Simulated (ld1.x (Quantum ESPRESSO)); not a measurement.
# Varying the RRKJ potential for B

Base potential:

B (Z = 5), norm-conserving RRKJ (Kleinman–Bylander form), made with ld1.x (Quantum ESPRESSO) 7.5 (LDA (PZ), scalar-relativistic). Core [He], reference 2s2 2p1. Waves: 2p (bound): rc 3.25 bohr; 3d channel at 0.05 Ry: rc 2.60 bohr; 2s (bound): rc 1.20 bohr. Local part: the s channel. Core correction: a·sin(br)/r model core inside 0.70 bohr.

Cutoffs, loose and tight: the cutoffs (Ry, on a coarse ladder) from which the occupation-weighted sum of valence levels, in a spherical-Bessel basis at the reference potential, stays within 10 and 1 mRy of its value at 400 Ry. They do not see the model core or the augmentation charge, which bear on the density cutoff. Test errors are all-electron minus pseudo excitation energies from the reference, over the configurations 2s2 2p0; 2s1 2p0; 2s2 2p0.5; 2s2 2p1.3; 2s1 2p2; 2s1 2p1; 2s0 2p3 (two spin-polarised tests are not counted in the largest error). A dash means not determined; rows that change the core or the reference have their own tests.

Cutoffs are not given where the Bessel-basis levels miss the radial ones by over 6 mRy, ghosts where they miss by over 20 mRy; a channel whose overlap is not positive is not tested.

| change | outcome | cutoff, loose | cutoff, tight | bound ghosts | largest test error (meV) |
| --- | --- | --- | --- | --- | --- |
| base | generated | 21 Ry | 55 Ry | none | +453 |
| local potential the p channel | generated | 25 Ry | 40 Ry | none | +339 |
| wave 3d channel at 0.05 Ry: rc 2.60 bohr becomes 3d channel at 0.05 Ry: rc 3.70 bohr | generated | 21 Ry | 55 Ry | none | +453 |
| wave 3d channel at 0.05 Ry: rc 2.60 bohr becomes 3d channel at 0.72 Ry: rc 2.60 bohr | generated | 21 Ry | 55 Ry | none | +453 |
| core correction a·sin(br)/r model core inside 0.58 bohr | generated | 21 Ry | 55 Ry | none | +453 |
| wave 2s (bound): rc 1.20 bohr becomes 2s (bound): rc 1.12 bohr | generated | 21 Ry | 60 Ry | none | +454 |
| all radii but the core radius scaled by about 1.40 (s 1.68, p 4.54, d 3.64 bohr) | generated | 18 Ry | 40 Ry | none | +1300 |
| functional PBE | generated | 21 Ry | 55 Ry | none | +462 |
| wave 2p (bound): rc 3.25 bohr becomes 2p (bound): rc 4.44 bohr | generated | 21 Ry | 55 Ry | none | +1208 |
| wave 3d channel at 0.05 Ry: rc 2.60 bohr becomes 3d channel at 0.05 Ry: rc 3.38 bohr | generated | 21 Ry | 55 Ry | none | +453 |

Q: What comes out with this change to the base: type ultrasoft; waves now 2s (bound): rcut 1.05, rcutus 1.20 bohr; 2s channel at 1.15 Ry: rcut 1.05, rcutus 1.20 bohr; 2p (bound): rcut 2.85, rcutus 3.25 bohr; 2p channel at 0.05 Ry: rcut 2.85, rcutus 3.25 bohr; 3d channel at 0.05 Ry: rcut 2.25, rcutus 2.60 bohr; 3d channel at 1.2 Ry: rcut 2.25, rcutus 2.60 bohr; local potential all-electron potential smoothed inside 3.20 bohr (lloc = -1); augmentation PSQ, radius 1.05 bohr?

A: outcome: generated, overlap not positive; bound ghosts: not determined (overlap not positive); largest test error (meV): +23. A file whose overlap is not positive is unfit for use, and its test errors describe a broken file.
